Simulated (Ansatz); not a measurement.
Geometry optimisation, Ansatz, DFT LDA, scalar-relativistic, plane waves, PAW.

Input file:

```yaml
crystal:
  lattice:
    - [4.58, 0.0, 0.0]
    - [3.435, 5.949595, 0.0]
    - [0.0, 0.0, 15.58843]
  atoms:
    - { symbol: Be, position: [0.0, 0.0, 0.0641501] }
    - { symbol: Be, position: [0.5, 0.0, 0.0641501] }
    - { symbol: Be, position: [0.0, 0.3333333, 0.0641501] }
    - { symbol: Be, position: [0.5, 0.3333333, 0.0641501] }
    - { symbol: Be, position: [0.0, 0.6666667, 0.0641501] }
    - { symbol: Be, position: [0.5, 0.6666667, 0.0641501] }
    - { symbol: Be, position: [-0.1666667, 0.2222222, 0.1792493] }
    - { symbol: Be, position: [0.3333333, 0.2222222, 0.1792493] }
    - { symbol: Be, position: [-0.1666667, 0.5555556, 0.1792493] }
    - { symbol: Be, position: [0.3333333, 0.5555556, 0.1792493] }
    - { symbol: Be, position: [-0.1666667, 0.8888889, 0.1792493] }
    - { symbol: Be, position: [0.3333333, 0.8888889, 0.1792493] }
    - { symbol: Be, position: [0.0, 0.0, 0.2943484] }
    - { symbol: Be, position: [0.5, 0.0, 0.2943484] }
    - { symbol: Be, position: [0.0, 0.3333333, 0.2943484] }
    - { symbol: Be, position: [0.5, 0.3333333, 0.2943484] }
    - { symbol: Be, position: [0.0, 0.6666667, 0.2943484] }
    - { symbol: Be, position: [0.5, 0.6666667, 0.2943484] }
    - { symbol: K, position: [-0.0097384, 0.6683213, 0.4900064] }
basis:
  ecutwfc: 420.0
kpoints:
  mp_grid: { grid: [4, 3, 1] }
hamiltonian:
  xc: lda
scf:
  occupations: { method: fermi_dirac, width: 0.05 }
  lower_state_search: "off"
relax:
  f_tol: 0.03
  max_steps: 60
  adjacent_minimum: "off"
  constraints: [{ sites: [0, 1, 2, 3, 4, 5] }]
```

Command:

```bash
$ ansatz run input.yaml --threads 1 --pin off --max-ram 3072MiB --backend cpu --events-out ev --progress --plain --runs-dir out
```

Problem. Where does it end, and by what steps?

Solution. It converged. The force dipped under the threshold on the way, but the program's further checks kept it going. Limits of this set-up: coarse k mesh, thin slab, slab without dipole correction. After 4 steps the energy has fallen by 0.184 eV; K19 moved furthest, 0.42 Å.

```tsv
step	energy less start (eV)	largest force component (eV/Å)	accepted
0	0.0000	0.622	yes
1	-0.1236	0.455	yes
2	-0.1809	0.138	yes
3	-0.1839	0.029	yes
4	-0.1839	0.029	yes
```

```xyz
19
Lattice="4.5800 0.0000 0.0000 3.4350 5.9496 0.0000 0.0000 0.0000 15.5884" Properties=species:S:1:pos:R:3
Be 0.000 0.000 1.000
Be 2.290 0.000 1.000
Be 1.145 1.983 1.000
Be 3.435 1.983 1.000
Be 2.290 3.966 1.000
Be 4.580 3.966 1.000
Be 0.003 1.331 2.809
Be 2.287 1.345 2.803
Be 1.132 3.309 2.776
Be 3.448 3.316 2.778
Be 2.290 5.326 2.780
Be 4.582 5.297 2.801
Be -0.008 -0.007 4.597
Be 2.288 0.007 4.598
Be 1.142 1.998 4.600
Be 3.429 1.990 4.603
Be 2.283 3.972 4.463
Be 4.575 3.966 4.591
K 2.259 3.980 7.223
```

Time of the run: 34 s on 1 thread of Arm Neoverse V1, with other jobs on the host, peak memory 0.48 GiB.
